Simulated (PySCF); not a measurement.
Species: C3H6FNSi.
Atom-mapped SMILES: `[CH2:1]=[N:2]/[CH:3]=[CH:4]\[SiH2:5][F:6]` (hydrogens: H7, H8 on C1; H9 on C3; H10 on C4; H11, H12 on Si5)

Method: PBE0-D3(BJ)/def2-SVP geometry optimisation, gas phase in PySCF 2.14.0; density fitting, grid level 1; the optimiser is geomeTRIC in internal coordinates, started from a GFN2-xTB structure with every atom displaced at random (about 0.01 Å).

Step 0: E = -15273.8820 eV
```
atom  x, y, z in Å  |  force x, y, z in eV/Å
C1      2.2075   -0.9320   -0.3590   -1.584   2.409   0.155
N2      0.9842   -0.5680   -0.1737    1.102  -1.119  -0.226
C3      0.6212    0.7657   -0.1155    4.098  -0.315  -0.455
C4     -0.6041    1.0817    0.1019   -4.340   0.153   0.608
Si5    -1.9263   -0.2796    0.3015    0.580   1.263   0.511
F6     -3.3205    0.5228    0.5396   -0.314   0.240   0.030
H7      2.4319   -1.9609   -0.4076    0.396  -1.608  -0.037
H8      3.0325   -0.1963   -0.4933   -0.153  -0.175   0.058
H9      1.4256    1.5236   -0.2132   -0.067  -0.090  -0.077
H10    -0.9269    2.1175    0.1685    0.038   0.309   0.005
H11    -2.1481   -1.0504   -0.8910    0.041  -0.678  -0.809
H12    -1.7374   -1.0525    1.5327    0.202  -0.388   0.238
```

Problem. Estimate the geometry and energy of step 1. (The exact step hangs on the optimiser's Hessian estimate; all steps are aligned on step 0, rigid shifts and turns removed.)

Solution. E = -15274.1244 eV, largest force 0.712 eV/Å
```
atom  x, y, z in Å  |  force x, y, z in eV/Å
C1      2.1119   -0.9398   -0.3527    0.011  -0.314  -0.017
N2      0.9217   -0.5466   -0.1479    0.112  -0.011  -0.042
C3      0.6375    0.8147   -0.0994   -0.677   0.114   0.187
C4     -0.6512    1.1563    0.1166    0.457  -0.305  -0.108
Si5    -1.8623   -0.2611    0.3044   -0.036   0.194  -0.019
F6     -3.3182    0.4532    0.5247   -0.018  -0.063   0.021
H7      2.3251   -2.0219   -0.3925   -0.043   0.207   0.017
H8      2.9635   -0.2512   -0.5003    0.003   0.062   0.006
H9      1.4516    1.5421   -0.2213    0.133   0.073  -0.048
H10    -0.9529    2.2043    0.1697    0.012   0.094   0.001
H11    -1.9855   -1.0914   -0.9213    0.027  -0.023  -0.030
H12    -1.6016   -1.0868    1.5110    0.019  -0.027   0.034
```

The energy changes by -0.2424 eV. The first-order estimate −F·Δx gives -0.5405 eV and the mean of the old and new forces, exact on a quadratic surface, -0.2505 eV. The step makes an angle of 78° with the force vector and moves no atom by more than 0.170 Å.

What follows is the cost of the whole optimisation. On one thread of an Arm Neoverse V1, no GPU, on a shared host, this took 36 s and 0.49 GiB of memory at its peak.
